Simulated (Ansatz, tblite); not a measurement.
Removing and adding an electron: [5.6]paracyclophane, `c1cc2ccc1CCCCCCc1ccc(cc1)CCCCC2`. Charge 0, multiplicity 1. Geometry: PBE-D4/def2-SVP. Ansatz, gas phase; energy differences of separate SCF runs; the oxidised species was run as a doublet alone; the reduced species was run as a doublet alone.

Cartesian coordinates in Å:
```
C 2.2219 0.7895 -1.2150
C 2.7988 -0.0029 -0.2124
C 2.7932 -1.4081 -0.2966
C 2.1774 -1.9929 -1.4220
C 1.5938 -1.2022 -2.4193
C 1.6059 0.2054 -2.3382
C 0.9595 1.0496 -3.4123
C -0.5196 1.4009 -3.1521
C -0.7556 2.3044 -1.9352
C -2.1695 2.9033 -1.8806
C -3.3229 1.9310 -1.5641
C -3.6823 1.7937 -0.0690
C -2.6876 1.0732 0.8150
C -2.7531 -0.3252 0.9773
C -1.8937 -0.9970 1.8570
C -0.9238 -0.2994 2.6046
C -0.8297 1.0933 2.4107
C -1.6977 1.7672 1.5398
C -0.0201 -1.0131 3.5865
C 1.3009 -1.5322 2.9849
C 1.1167 -2.6331 1.9373
C 2.4235 -3.2587 1.4336
C 3.4089 -2.2623 0.7908
H 2.2585 1.8870 -1.1277
H 3.2763 0.4813 0.6552
H 2.1601 -3.0901 -1.5238
H 1.1269 -1.6866 -3.2929
H 1.5327 1.9950 -3.5309
H 1.0314 0.5166 -4.3836
H -0.9148 1.9100 -4.0600
H -1.1031 0.4595 -3.0515
H -0.5297 1.7515 -0.9992
H -0.0256 3.1441 -1.9759
H -2.1909 3.7323 -1.1383
H -2.3699 3.3880 -2.8622
H -4.2388 2.2864 -2.0831
H -3.1128 0.9255 -1.9902
H -3.8586 2.8121 0.3408
H -4.6555 1.2628 0.0024
H -3.5192 -0.8961 0.4273
H -1.9964 -2.0858 1.9900
H -0.0797 1.6671 2.9793
H -1.6237 2.8622 1.4407
H -0.5712 -1.8697 4.0329
H 0.2160 -0.3241 4.4246
H 1.9404 -1.9130 3.8130
H 1.8492 -0.6744 2.5392
H 0.5505 -2.2245 1.0726
H 0.4791 -3.4385 2.3662
H 2.9426 -3.7766 2.2707
H 2.1753 -4.0547 0.6983
H 3.8377 -1.5978 1.5696
H 4.2686 -2.8337 0.3759
```

The xTB rows come from tblite. Single mean-field runs in def2-TZVP are fitted with def2-universal-jkfit. HOMO above LUMO, or a gap near zero within one spin, warns that the state may not be the lowest or that an electron is smeared out.

(1) Estimate orbital energies and vertical ionisation energies and electron affinities at: GFN1-xTB; GFN2-xTB; PBE-D4/def2-TZVP; PBE0-D4/def2-TZVP; BHLYP-D4/def2-TZVP.

## Answers

(1) 
| level | −HOMO (eV) | vertical IE (eV) | −LUMO (eV) | vertical EA (eV) | HOMO–LUMO gap (eV) | IE − EA (eV) | remarks |
| --- | --- | --- | --- | --- | --- | --- | --- |
| GFN1-xTB | 11.36 | 13.21 | 7.05 | 5.11 | 4.30 | 8.10 | – |
| GFN2-xTB | 10.25 | 12.10 | 5.89 | 3.91 | 4.35 | 8.19 | – |
| PBE-D4/def2-TZVP | 5.59 | – | 1.10 | -0.53 | 4.49 | – | HOMO above zero (-1 doublet), gap within one spin near zero (-1 doublet) |
| PBE0-D4/def2-TZVP | 6.53 | 7.81 | 0.21 | -0.88 | 6.32 | 8.69 | HOMO above zero (-1 doublet) |
| BHLYP-D4/def2-TZVP | 7.29 | 7.96 | -0.77 | -1.32 | 8.06 | 9.29 | HOMO above zero (-1 doublet) |

Run but left out: PBE-D4/def2-TZVP (charge +1 doublet: an occupied level 0.01 eV above an empty one).   A HOMO above zero means that the electron is unbound at that level or that self-interaction error raises the level; the energy of removing that electron tells which. Raw xTB energy differences between charge states are shifted by several eV; the methods need an empirical correction for them. Sets without diffuse functions give affinities that are too small. A negative affinity means that the extra electron isn't bound; its size then hangs on the basis.
